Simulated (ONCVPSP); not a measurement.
# Varying the ONCV potential for N

Base potential:

```
Element                 : N (Z = 7)
Generator               : ONCVPSP 4.0.1
Type                    : optimised norm-conserving Vanderbilt (ONCV)
Functional              : LDA (Perdew-Wang 92)
Relativity              : scalar-relativistic
Frozen core             : [He]
Valence charge          : 5
Reference configuration : 2s2 2p3
Partial waves           : 2s: rc 1.10 bohr, ncon 4, nbas 8, qcut 5 1/bohr, local; 2p: rc 1.85 bohr, ncon 4, nbas 8, qcut 7.1 1/bohr, 2 projectors, debl 3.3 Ha; d scattering state at 0.05 Ha: rc 2.00 bohr, ncon 4, nbas 7, qcut 4.1 1/bohr, 1 projector
Local potential         : the s channel
Core correction         : Teter function fitted to the true core (icmod 2), fcfact 0.45
```

All-electron outer shells of the reference configuration (LDA (PZ), scalar-relativistic, ld1.x):

```json
{"shell": "1s", "level (eV)": "-381.53", "outermost node (bohr)": "–", "outermost maximum (bohr)": "0.15"}
{"shell": "2s", "level (eV)": "-18.42", "outermost node (bohr)": "0.32", "outermost maximum (bohr)": "1.02"}
{"shell": "2p", "level (eV)": "-7.24", "outermost node (bohr)": "–", "outermost maximum (bohr)": "0.97"}
```

Cutoffs, loose and tight: the cutoffs (Ha) at which the residual kinetic energy of the hardest occupied pseudo-wave falls to 1 and 0.1 mHa per electron. They do not see the model core or the augmentation charge, which bear on the density cutoff. Test errors are all-electron minus pseudo excitation energies from the reference, over the configurations 2s2 2p2; 2s2 2p1; 2s2 2p0; 2s2 2p2.5. A dash means not determined; rows that change the core or the reference have their own tests.

| change | outcome | cutoff, loose | cutoff, tight | bound ghosts | GHOST(+) flags above zero | largest test error (meV) |
| --- | --- | --- | --- | --- | --- | --- |
| base | generated | 100 Ha | 142 Ha | none | none | +1513 |
| p: rc 1.24 | generated | 100 Ha | 142 Ha | none | none | +645 |
| p: rc 1.46 | generated | 100 Ha | 142 Ha | none | none | +898 |
| p: rc 1.6 | generated | 100 Ha | 142 Ha | none | none | +1102 |
| p: rc 1.74 | generated | 100 Ha | 142 Ha | none | none | +1328 |
| p: rc 1.96 | generated | 100 Ha | 142 Ha | none | none | +1733 |
| p: rc 2.04 | generated | 100 Ha | 142 Ha | none | none | +1880 |
| p: rc 2.2 | generated | 100 Ha | 142 Ha | none | none | +2239 |
| p: rc 2.34 | generated | 100 Ha | 142 Ha | none | none | +2552 |
| p: rc 2.52 | generated | 100 Ha | 142 Ha | none | none | +2993 |
| p: rc 2.66 | generated | 100 Ha | 142 Ha | none | none | +3374 |

Reading the sweep of the p radius (base included, trends over the rows without a ghost): The loose cutoff stays near 100 Ha. The median size of the test errors (rows with all tests solved) rises from 87.4 meV at 1.24 to 548.4 meV at 2.66 bohr. More of the atom is replaced by a form fitted at one configuration, so other configurations suffer as the radius grows.
